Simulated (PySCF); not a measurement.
A structure optimised at PBE-D3(BJ)/def2-SVP, used in a PySCF frequency run:

```
C
C 1 1.3743
H 2 1.0970 1 128.42
H 1 1.0970 2 128.42 3 0.00
C 1 1.4677 4 126.58 2 180.00
N 5 1.3509 1 112.82 4 180.00
C 6 1.3509 5 104.35 1 0.00
H 7 1.1022 6 120.98 5 180.00
H 5 1.1022 6 120.98 7 180.00
```
Charge 0, spin multiplicity 2.

**Question.** Write its SMILES, formula and point group.

**Answer.** C1=C[N]C=C1, C₄H₄N, C2v

**Question.** What are its rotational constants (standard atomic weights)?

**Answer.** 9.8478, 8.6766, 4.6126 GHz
